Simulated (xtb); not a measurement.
Hf(Cl)2(Me)2 (C₂H₆Cl₂Hf), SMILES [CH3][Hf]([CH3])([Cl])[Cl], multiplicity 1. All values are semi-empirical tight-binding results from xtb (GFN2-xTB unless named), good for trends rather than for accurate numbers. Coordinates come from a GFN2-xTB optimisation. The multiplicity is an assumed one; other spin states were not compared.

The geometry has at least one imaginary mode, so it is a saddle point at that level.

For metal compounds this method's bond lengths and energies can be far off.

- orbital gap = 2.33 eV
